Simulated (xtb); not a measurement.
C₅H₉F, SMILES CC1(F)CCC1. All values are semi-empirical tight-binding results from xtb (GFN2-xTB unless named), good for trends rather than for accurate numbers. Geometry optimised at GFN2-xTB.

The point group as xtb finds it is Cs. The orbital gap comes out as 11.90 eV and the dipole moment is 2.35 D. The zero-point energy is 80.9 kcal/mol and the G − E(el) at 298.15 K (modified RRHO) is 62.3 kcal/mol. The static polarisability (D4 model) is 58.4 bohr³ and the solvation energy, GFN2-xTB/ALPB(water) is -2.5 kcal/mol. The solvation energy, GFN2-xTB/ALPB(acetonitrile) comes out as -4.2 kcal/mol.

### Question
Give the IR lines (harmonic; lines under 4 % of the strongest left out, lines within 3 cm⁻¹ merged). (The exact figures need the calculation; the answer reports its results.)

### Answer
ν (cm⁻¹): 404 (w), 427 (w), 624 (w), 767 (w), 884 (w), 920 (m), 1044 (w), 1170 (m), 1174 (m), 1185 (s), 1246 (s), 1288 (s), 1395 (w), 1455 (w), 1485 (w), 3016 (m), 3022 (m), 3028 (s), 3036 (vs), 3040 (m), 3056 (m) (against the strongest line: vs over 80 %, s over 45 %, m over 15 %, w over 4 %, vw less)
